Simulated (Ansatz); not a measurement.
C3H9BClN, SMILES `CCN(C)BCl`, relaxed with RKS PBE0-D4/def2-TZVP in Ansatz from a GFN2-xTB geometry. The force threshold is 0.005 eV/Å; the program also tests the step.

Total charge 0; spin multiplicity 1.

Start:

```xyz
15

C    -1.519   -0.685   -0.703
C    -0.201    0.037   -0.977
N     0.511    0.369    0.249
C     1.315   -0.722    0.758
B     0.409    1.585    0.899
Cl   -0.588    2.838    0.245
H    -1.351   -1.634   -0.200
H    -2.034   -0.878   -1.641
H    -2.155   -0.065   -0.076
H    -0.408    0.963   -1.514
H     0.447   -0.590   -1.598
H     2.082   -0.998    0.029
H     0.695   -1.599    0.958
H     1.801   -0.421    1.683
H     0.995    1.799    1.889
```

```tsv
step	energy (eV)	largest force (eV/Å)	largest move (Å)
1	-17940.7879	0.887	0.000
2	-17940.8207	0.452	0.058
3	-17940.8225	0.353	0.068
4	-17940.8295	0.068	0.047
5	-17940.8299	0.038	0.010
6	-17940.8300	0.040	0.019
7	-17940.8302	0.044	0.012
8	-17940.8303	0.006	0.011
9	-17940.8303	0.010	0.011
10	-17940.8303	0.006	0.009
11	-17940.8304	0.003	0.003
```

End:

```xyz
15

C    -1.512   -0.715   -0.719
C    -0.226    0.051   -0.977
N     0.500    0.372    0.240
C     1.295   -0.717    0.768
B     0.445    1.592    0.893
Cl   -0.546    2.928    0.278
H    -1.328   -1.656   -0.195
H    -2.007   -0.953   -1.663
H    -2.197   -0.116   -0.116
H    -0.451    0.982   -1.498
H     0.437   -0.532   -1.627
H     2.057   -1.025    0.044
H     0.675   -1.589    0.997
H     1.792   -0.401    1.684
H     1.066    1.779    1.893
```

Hardware: 2 threads of an AMD EPYC 7R13 on a shared host and a share of an NVIDIA H100 80 GB. Wall time 24 s, peak host memory 0.87 GiB.
